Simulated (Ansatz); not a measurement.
One geometry of Pt2Au3⁺, several levels of theory.

```yaml
crystal:
  periodic: [false, false, false]
  atoms:
    - {symbol: Pt, position_ang: [-0.326887, 1.546426, 0.629570]}
    - {symbol: Pt, position_ang: [0.979891, -0.390382, -0.293249]}
    - {symbol: Au, position_ang: [-1.677918, -0.785605, -0.110006]}
    - {symbol: Au, position_ang: [-0.325162, -0.951291, -2.503264]}
    - {symbol: Au, position_ang: [1.350076, 0.580852, 2.276959]}
basis:
  gaussian: {orbitals: def2-TZVP, initial_orbitals: start.molden}
total_charge: 1
hamiltonian: {xc: {name: B3LYP}, dispersion: d4}
scf: {omitted_lower_state_checks: [starts]}
output: {orbitals: {seedname: orbitals}}
```

The file start.molden holds the orbitals of an earlier run on this structure, at another level or in another basis.

```sh
$ ansatz run in.yaml --threads 4 --pin off --events-out ev --progress --plain --max-ram 4787MiB
```

It prints (some lines left out):

```
Functional definition: B3LYP
1998 factors; their error is unknown
mean field evaluation 1: about -17576.3246 eV, gradient 7.6e0 eV
mean field evaluation 2: about -17576.3805 eV, gradient 9.8e-2 eV
mean field evaluation 4: about -17576.5133 eV, gradient 2.4e-3 eV
mean field -17576.51330165 eV, -645.9249500469 hartree, gradient 2.6e-5 eV, S^2 0.000000; 0 other end points of the search recorded, 0 dependent functions left out
reference -17576.51358231 eV, -645.9249603611 hartree; 46, 46 occupied and 154, 154 virtual orbitals, 1998 factors
Total energy: -17577.16725602 eV, -645.9489824268 hartree
Checks for a lower state left out: starts
```

It took 13 s on 4 threads of Intel Xeon on a shared host, peak host memory 0.86 GiB.

First input, but with `gaussian: {orbitals: def2-SVP, initial_orbitals: start.molden}`, `hamiltonian: {xc: pbe, dispersion: d4}` (abridged; 5 s):

```
Functional definition: PBE
mean field -17575.74476568 eV, -645.8967068710 hartree, gradient 1.9e-5 eV, S^2 0.000000
Total energy: -17576.13291206 eV, -645.9109709874 hartree
Checks for a lower state left out: starts
```

First input, but with `gaussian: {orbitals: def2-SVP, initial_orbitals: start.molden}`, `correlation: {method: ccsd_t}` and without the key `hamiltonian` (abridged; 10 min):

```
Functional definition: HF
mean field evaluation 16: about -17433.8410 eV, gradient 2.8e1 eV
mean field evaluation 32: about -17437.5128 eV, gradient 1.2e1 eV
mean field evaluation 64: about -17434.6176 eV, gradient 1.4e1 eV
mean field evaluation 96: about -17435.1934 eV, gradient 1.3e1 eV
mean field evaluation 128: about -17439.2455 eV, gradient 2.2e0 eV
mean field evaluation 160: about -17434.7750 eV, gradient 1.8e1 eV
mean field -17441.47659338 eV, -640.9624425493 hartree, gradient 3.8e-6 eV, S^2 0.000000; unrestricted orbitals would lower it
mean field evaluation 192: about -17442.0349 eV, gradient 2.6e0 eV
unrestricted determinant -17442.68915431 eV, -641.0070033417 hartree, S^2 1.0477
second order -50.79916881 eV of doubles, -0.00000000 eV of singles
cycle   1  -42.64208320 eV  change     8.2e0 eV  update   3.8e-1
cycle   2  -45.28076588 eV  change    -2.6e0 eV  update   2.0e-1
cycle   3  -45.71621795 eV  change   -4.4e-1 eV  update   8.7e-2
[...]
cycle  10  -45.70737152 eV  change   -6.7e-3 eV  update   3.6e-3
cycle  11  -45.70145544 eV  change    5.9e-3 eV  update   3.0e-3
cycle  12  -45.70004252 eV  change    1.4e-3 eV  update   2.4e-3
cycle  13  -45.70324805 eV  change   -3.2e-3 eV  update   1.9e-3
cycle  14  -45.70116590 eV  change    2.1e-3 eV  update   1.3e-3
cycle  15  -45.70421229 eV  change   -3.0e-3 eV  update   9.8e-4
cycle  16  -45.70518534 eV  change   -9.7e-4 eV  update   7.3e-4
cycle  17  -45.70435195 eV  change    8.3e-4 eV  update   5.4e-4
cycle  18  -45.70434644 eV  change    5.5e-6 eV  update   3.8e-4
cycle  19  -45.70442579 eV  change   -7.9e-5 eV  update   2.6e-4
cycle  20  -45.70417483 eV  change    2.5e-4 eV  update   1.6e-4
cycle  21  -45.70441902 eV  change   -2.4e-4 eV  update   1.1e-4
cycle  22  -45.70438979 eV  change    2.9e-5 eV  update   8.0e-5
perturbative correction -1.81688028 eV, -0.0667691189 hartree
Total energy: -17488.99786346 eV, -642.7088170136 hartree
Checks for a lower state left out: starts
```

Geometry: PBE-D4/def2-SVP.

In the def2 sets Au, Pt take a core potential; there is no spin–orbit coupling. B3LYP takes the VWN-RPA correlation. Correlated methods freeze no core orbitals; core or outer-core shells of Pt, Au are correlated, in sets that lack core-valence functions. The restricted singlet is unstable towards broken spin symmetry in Hartree–Fock (as tested in another run); at B3LYP-D4/def2-TZVP, PBE-D4/def2-SVP this wasn't settled. At CCSD(T)/def2-SVP the restricted singlet (for correlated methods, its reference) is unstable: a solution with broken spin symmetry lies lower. Another isomer (singlet) lies 0.04 eV lower at PBE0-D4/def2-TZVP; other spin states weren't run for this one.
